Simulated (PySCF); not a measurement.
**Frontier orbitals and the lowest excitations**

C₄H₆Se.
Z-matrix (Å and degrees, PBE0-D3(BJ)/def2-SVP geometry), rows numbered from 1:
```
C 
C   1  1.3343
C   2  1.4948  1  119.01
Se  3  1.9645  2  105.76  1    -0.40
C   1  1.4948  2  119.13  3    -0.06
H   1  1.0949  2  121.83  3  -179.97
H   2  1.0950  1  121.89  3   179.97
H   3  1.1021  2  111.88  1   119.16
H   3  1.1020  2  111.92  1  -119.89
H   5  1.1021  1  111.87  2  -119.02
H   5  1.1020  1  111.96  2   120.01
```

The calculation used PySCF, TDDFT CAM-B3LYP/def2-SVPD, vertical, gas phase, core orbitals frozen in the response. Relativistic effects, spin–orbit coupling among them, are left out although an element past zinc is present.

Frontier orbitals with the atoms that hold most of them (Löwdin shares over 4%, at most four atoms; ? is withheld):

| orbital | ε (eV) | atoms |
| --- | --- | --- |
| LUMO+2 | 1.33 | C2 30%, C1 29%, C3 7%, C5 7% |
| LUMO+1 | 1.33 | Se4 26%, C1 15%, C2 15%, C5 7% |
| LUMO | ? | Se4 73%, C3 6%, C5 6% |
| HOMO | -7.30 | ? |
| HOMO-1 | -8.84 | ? |
| HOMO-2 | -9.96 | Se4 60%, C5 12%, C3 12%, C1 6% |
| HOMO-3 | -11.07 | Se4 31%, C3 21%, C5 21%, C2 5% |

Problem. Give the leading atoms of the HOMO-1.

Solution. C1 (bonded to 2 C and H) 34%; C2 (bonded to 2 C and H) 34%; C3 (bonded to C, Se and 2 H) 7%; C5 (bonded to C, Se and 2 H) 7%.

Problem. Give the leading atoms of the HOMO.

Solution. Se4 (bonded to 2 C) 70%; C5 (bonded to C, Se and 2 H) 10%; C3 (bonded to C, Se and 2 H) 10%. By element: selenium 70%, carbon 20% or more.

Problem. What is the LUMO energy, and the HOMO–LUMO gap?

Solution. ε(LUMO) = 0.84 eV; the gap is 8.13 eV (0.2989 hartree).

Within 0.005 eV of a neighbour in this list lie LUMO+1/LUMO+2 (point group found: C2v); within a degenerate set the shares of single atoms can hang on how the components are chosen.

Problem. How does S1 compare with the orbital gap of 8.13 eV?

Solution. S1 is at 4.42 eV (f = 0.0000), 3.71 eV below the gap, made of HOMO→LUMO (83%), HOMO→LUMO+5 (12%). Without the coupling terms of the response equations the lowest excitation would equal the gap.

Problem. Give energy, strength and leading configuration of S1 and S7, and follow the Löwdin shares of the leading atoms from the occupied to the empty orbital.

Solution. 
- S1 (4.42 eV, f 0.0000), HOMO→LUMO (83%): Se4 70% → 73%, C5 10% → 6%, C3 10% → 6%
- S7 (6.79 eV, f 0.0001), HOMO-1→LUMO (85%): C1 34% → at most 4%, C2 34% → at most 4%, Se4 at most 8% → 73%, C3 7% → 6%

Löwdin shares depend on the basis, the more so with diffuse functions.

Time: 66 s wall (with the writing of density and orbital grids); peak memory 0.90 GiB. Hardware: one thread, Arm Neoverse N1 (aarch64), no GPU, shared host with 64 logical CPUs at a one-minute load of 48.
